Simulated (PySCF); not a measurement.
Zn(Me) (CH₃Zn), SMILES [CH3][Zn] (connectivity only; charge and spin as stated), neutral, multiplicity 2.

The structure is a stationary point at TPSSh-D3(BJ)/def2-TZVP. The multiplicity is an assumed one; other spin states were not compared. The isomer is the one that the SMILES or the coordinates give; other isomers of the formula were not compared.

Two levels are set side by side: PBE/def2-TZVPD (PySCF) and PBE0/def2-TZVPD (PySCF). Same geometry, gas phase. Differences are taken from unrounded values.

```json
[
 {"quantity": "α-spin orbital gap (eV)", "PBE0": "4.47", "PBE": "2.96", "PBE minus PBE0": "-1.52"},
 {"quantity": "β-spin orbital gap (eV)", "PBE0": "5.74", "PBE": "3.97", "PBE minus PBE0": "-1.78"},
 {"quantity": "dipole moment (D)", "PBE0": "0.14", "PBE": "0.31", "PBE minus PBE0": "0.17"},
 {"quantity": "mean polarisability (bohr³)", "PBE0": "57.8", "PBE": "58.0", "PBE minus PBE0": "0.3"}
]
```

Rough cost on one machine, each run with all the roots and properties that it gave: PBE0 against PBE within a factor of 2.
